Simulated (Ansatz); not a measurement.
Ansatz (an electronic-structure program) job for H5N3SW, SMILES [NH]=[W]([NH2])([NH2])=[S], multiplicity 1, PBE0-D3(BJ)/def2-SVP. 

Ansatz 0.2 input:
```yaml
crystal:
  periodic: [false, false, false]
  atoms:
    - {symbol: W, position_ang: [-0.17005031, 0.03383614, 0.00000000]}
    - {symbol: N, position_ang: [-0.84814441, 1.67656735, 0.00000002]}
    - {symbol: H, position_ang: [-1.07669810, 2.67256060, 0.00000002]}
    - {symbol: S, position_ang: [2.02117326, 0.05563869, -0.00000000]}
    - {symbol: N, position_ang: [-0.69064375, -0.92956153, -1.65215393]}
    - {symbol: H, position_ang: [-0.07363415, -1.63216547, -2.07771198]}
    - {symbol: H, position_ang: [-1.46252967, -0.76221661, -2.30447064]}
    - {symbol: N, position_ang: [-0.69064373, -0.92956156, 1.65215392]}
    - {symbol: H, position_ang: [-1.46252966, -0.76221664, 2.30447062]}
    - {symbol: H, position_ang: [-0.07363413, -1.63216549, 2.07771196]}
basis:
  gaussian:
    orbitals: def2-SVP
hamiltonian:
  xc: pbe0
  dispersion: d3bj
relax: {f_tol: 0.002, max_steps: 200}
```

Log of the run:

```
WARN ansatz: RAYON_NUM_THREADS=1 ignored (pool sized by the plan → 1); use --threads N
Functional definition: PBE0
integrals: 0.08 GiB planned
1276 factors; integrals over basis functions are off by at most 5.1e-4 eV
mean field: 0.56 GiB planned
mean field evaluation 1: about -17183.2053 eV, gradient 9.1e1 eV
mean field evaluation 2: about -17079.2395 eV, gradient 2.2e2 eV
mean field evaluation 4: about -17198.7519 eV, gradient 2.2e1 eV
mean field evaluation 8: about -17199.8052 eV, gradient 2.2e-1 eV
mean field evaluation 16: about -17199.8808 eV, gradient 1.2e-4 eV
mean field -17199.88080949 eV, -632.0839612507 hartree, gradient 1.8e-5 eV, S^2 0.000000; 0 other end points of the search recorded, 0 dependent functions left out
the calculation of the forces begins
reference -17199.88086201 eV, -632.0839631808 hartree; 28, 28 occupied and 89, 89 virtual orbitals, 1276 factors
relax step   1: F+E_penalty+E_count = -17200.12785489 eV  Δ(F+E_penalty+E_count) = +0.000e0 eV  max|allowed force component| = 1.655e0 eV/Å  Δτ_max = 0.0000 Å  (33 SCF iters, accepted)
these checks for a lower state are left out or cut short: starts, cluster_reference, orbital_swaps, neighbouring_geometries, increment
integrals: 0.08 GiB planned
1276 factors; integrals over basis functions are off by at most 4.9e-4 eV
mean field: 0.57 GiB planned
mean field -17199.98381123 eV, -632.0877464951 hartree, gradient 1.0e-5 eV, S^2 0.000000; 0 other end points of the search recorded, 0 dependent functions left out
the calculation of the forces begins
reference -17199.98386372 eV, -632.0877484241 hartree; 28, 28 occupied and 89, 89 virtual orbitals, 1276 factors
relax step   2: F+E_penalty+E_count = -17200.23443459 eV  Δ(F+E_penalty+E_count) = -1.066e-1 eV  max|allowed force component| = 2.367e0 eV/Å  Δτ_max = 0.1998 Å  (40 SCF iters, accepted)
these checks for a lower state are left out or cut short: starts, cluster_reference, orbital_swaps, neighbouring_geometries, increment
integrals: 0.08 GiB planned
1276 factors; integrals over basis functions are off by at most 5.1e-4 eV
mean field: 0.56 GiB planned
mean field evaluation 32: about -17200.0577 eV, gradient 7.9e-1 eV
mean field -17200.06381441 eV, -632.0906865576 hartree, gradient 1.9e-5 eV, S^2 0.000000; 0 other end points of the search recorded, 0 dependent functions left out
the calculation of the forces begins
reference -17200.06386738 eV, -632.0906885041 hartree; 28, 28 occupied and 89, 89 virtual orbitals, 1276 factors
relax step   3: F+E_penalty+E_count = -17200.31383140 eV  Δ(F+E_penalty+E_count) = -7.940e-2 eV  max|allowed force component| = 5.241e-1 eV/Å  Δτ_max = 0.0868 Å  (35 SCF iters, accepted)
these checks for a lower state are left out or cut short: starts, cluster_reference, orbital_swaps, neighbouring_geometries, increment
integrals: 0.08 GiB planned
1276 factors; integrals over basis functions are off by at most 5.0e-4 eV
mean field: 0.56 GiB planned
mean field -17200.03503878 eV, -632.0896290727 hartree, gradient 2.1e-5 eV, S^2 0.000000; 0 other end points of the search recorded, 0 dependent functions left out
the calculation of the forces begins
reference -17200.03509207 eV, -632.0896310309 hartree; 28, 28 occupied and 89, 89 virtual orbitals, 1276 factors
relax step   4: F+E_penalty+E_count = -17200.28470121 eV  Δ(F+E_penalty+E_count) = +2.913e-2 eV  max|allowed force component| = 1.025e0 eV/Å  Δτ_max = 0.1959 Å  (39 SCF iters, rejected (line search))
these checks for a lower state are left out or cut short: starts, cluster_reference, orbital_swaps, neighbouring_geometries, increment
integrals: 0.08 GiB planned
1276 factors; integrals over basis functions are off by at most 5.3e-4 eV
mean field: 0.57 GiB planned
mean field -17200.10328830 eV, -632.0921371963 hartree, gradient 1.8e-5 eV, S^2 0.000000; 0 other end points of the search recorded, 0 dependent functions left out
the calculation of the forces begins
reference -17200.10334167 eV, -632.0921391574 hartree; 28, 28 occupied and 89, 89 virtual orbitals, 1276 factors
relax step   5: F+E_penalty+E_count = -17200.35396067 eV  Δ(F+E_penalty+E_count) = -4.013e-2 eV  max|allowed force component| = 3.689e-1 eV/Å  Δτ_max = 0.0876 Å  (35 SCF iters, accepted)
these checks for a lower state are left out or cut short: starts, cluster_reference, orbital_swaps, neighbouring_geometries, increment
integrals: 0.08 GiB planned
1276 factors; integrals over basis functions are off by at most 5.1e-4 eV
mean field: 0.57 GiB planned
mean field -17200.11230171 eV, -632.0924684331 hartree, gradient 7.6e-6 eV, S^2 0.000000; 0 other end points of the search recorded, 0 dependent functions left out
the calculation of the forces begins
reference -17200.11235527 eV, -632.0924704013 hartree; 28, 28 occupied and 89, 89 virtual orbitals, 1276 factors
relax step   6: F+E_penalty+E_count = -17200.36326525 eV  Δ(F+E_penalty+E_count) = -9.305e-3 eV  max|allowed force component| = 2.054e-1 eV/Å  Δτ_max = 0.1000 Å  (36 SCF iters, accepted)
these checks for a lower state are left out or cut short: starts, cluster_reference, orbital_swaps, neighbouring_geometries, increment
integrals: 0.08 GiB planned
1276 factors; integrals over basis functions are off by at most 5.0e-4 eV
mean field: 0.57 GiB planned
mean field evaluation 64: about -17200.0355 eV, gradient 4.1e-2 eV
mean field -17200.11375512 eV, -632.0925218449 hartree, gradient 1.2e-5 eV, S^2 0.000000; 0 other end points of the search recorded, 0 dependent functions left out
the calculation of the forces begins
reference -17200.11380865 eV, -632.0925238119 hartree; 28, 28 occupied and 89, 89 virtual orbitals, 1276 factors
relax step   7: F+E_penalty+E_count = -17200.36496185 eV  Δ(F+E_penalty+E_count) = -1.697e-3 eV  max|allowed force component| = 1.500e-1 eV/Å  Δτ_max = 0.0333 Å  (35 SCF iters, accepted)
these checks for a lower state are left out or cut short: starts, cluster_reference, orbital_swaps, neighbouring_geometries, increment
integrals: 0.08 GiB planned
1276 factors; integrals over basis functions are off by at most 5.0e-4 eV
mean field: 0.57 GiB planned
mean field -17200.11413325 eV, -632.0925357410 hartree, gradient 1.2e-5 eV, S^2 0.000000; 0 other end points of the search recorded, 0 dependent functions left out
the calculation of the forces begins
reference -17200.11418682 eV, -632.0925377097 hartree; 28, 28 occupied and 89, 89 virtual orbitals, 1276 factors
relax step   8: F+E_penalty+E_count = -17200.36533637 eV  Δ(F+E_penalty+E_count) = -3.745e-4 eV  max|allowed force component| = 7.205e-2 eV/Å  Δτ_max = 0.0234 Å  (35 SCF iters, accepted)
these checks for a lower state are left out or cut short: starts, cluster_reference, orbital_swaps, neighbouring_geometries, increment
integrals: 0.08 GiB planned
1276 factors; integrals over basis functions are off by at most 5.0e-4 eV
mean field: 0.57 GiB planned
mean field -17200.11463958 eV, -632.0925543483 hartree, gradient 1.1e-5 eV, S^2 0.000000; 0 other end points of the search recorded, 0 dependent functions left out
the calculation of the forces begins
reference -17200.11469313 eV, -632.0925563160 hartree; 28, 28 occupied and 89, 89 virtual orbitals, 1276 factors
relax step   9: F+E_penalty+E_count = -17200.36568915 eV  Δ(F+E_penalty+E_count) = -3.528e-4 eV  max|allowed force component| = 3.776e-2 eV/Å  Δτ_max = 0.0135 Å  (36 SCF iters, accepted)
these checks for a lower state are left out or cut short: starts, cluster_reference, orbital_swaps, neighbouring_geometries, increment
integrals: 0.08 GiB planned
1276 factors; integrals over basis functions are off by at most 5.0e-4 eV
mean field: 0.57 GiB planned
mean field -17200.11465900 eV, -632.0925550616 hartree, gradient 1.2e-5 eV, S^2 0.000000; 0 other end points of the search recorded, 0 dependent functions left out
the calculation of the forces begins
reference -17200.11471254 eV, -632.0925570295 hartree; 28, 28 occupied and 89, 89 virtual orbitals, 1276 factors
relax step  10: F+E_penalty+E_count = -17200.36571073 eV  Δ(F+E_penalty+E_count) = -2.158e-5 eV  max|allowed force component| = 5.739e-3 eV/Å  Δτ_max = 0.0011 Å  (28 SCF iters, accepted)
these checks for a lower state are left out or cut short: starts, cluster_reference, orbital_swaps, neighbouring_geometries, increment
integrals: 0.08 GiB planned
1276 factors; integrals over basis functions are off by at most 5.0e-4 eV
mean field: 0.57 GiB planned
mean field -17200.11465801 eV, -632.0925550256 hartree, gradient 2.4e-5 eV, S^2 0.000000; 0 other end points of the search recorded, 0 dependent functions left out
the calculation of the forces begins
reference -17200.11471156 eV, -632.0925569934 hartree; 28, 28 occupied and 89, 89 virtual orbitals, 1276 factors
relax step  11: F+E_penalty+E_count = -17200.36571116 eV  Δ(F+E_penalty+E_count) = -4.342e-7 eV  max|allowed force component| = 8.294e-4 eV/Å  Δτ_max = 0.0003 Å  (24 SCF iters, accepted)
integrals: 0.08 GiB planned
1276 factors; integrals over basis functions are off by at most 5.0e-4 eV
mean field: 0.57 GiB planned
mean field evaluation 96: about -17184.1938 eV, gradient 8.9e1 eV
mean field -17200.11465801 eV, -632.0925550256 hartree, gradient 2.4e-5 eV, S^2 0.000000; 1 other end points of the search recorded, 0 dependent functions left out
the calculation of the forces begins
reference -17200.11471156 eV, -632.0925569934 hartree; 28, 28 occupied and 89, 89 virtual orbitals, 1276 factors
Total energy: -17200.36576471 eV, -632.1017830265 hartree
Atom 0 at    -0.089749     0.015735     0.000002 Å, force     0.000029     0.000546    -0.000029 eV/Å
Atom 1 at    -0.955872     1.532694    -0.000008 Å, force    -0.000008    -0.000829     0.000037 eV/Å
Atom 2 at    -0.987924     2.549239    -0.000009 Å, force    -0.000057     0.000008    -0.000004 eV/Å
Atom 3 at     2.057938     0.194364     0.000008 Å, force     0.000146    -0.000108    -0.000012 eV/Å
Atom 4 at    -0.660336    -0.911012    -1.611094 Å, force     0.000059     0.000361     0.000462 eV/Å
Atom 5 at    -0.145636    -1.680304    -2.030211 Å, force    -0.000071    -0.000182    -0.000069 eV/Å
Atom 6 at    -1.469904    -0.659328    -2.168385 Å, force    -0.000021    -0.000002    -0.000096 eV/Å
Atom 7 at    -0.660326    -0.911019     1.611097 Å, force    -0.000004     0.000406    -0.000467 eV/Å
Atom 8 at    -1.469916    -0.659361     2.168369 Å, force    -0.000014    -0.000009     0.000106 eV/Å
Atom 9 at    -0.145609    -1.680292     2.030229 Å, force    -0.000060    -0.000190     0.000071 eV/Å
Dipole moment:    -0.685826    -0.275068    -0.000002 e Å
```

Self-consistency was reached.
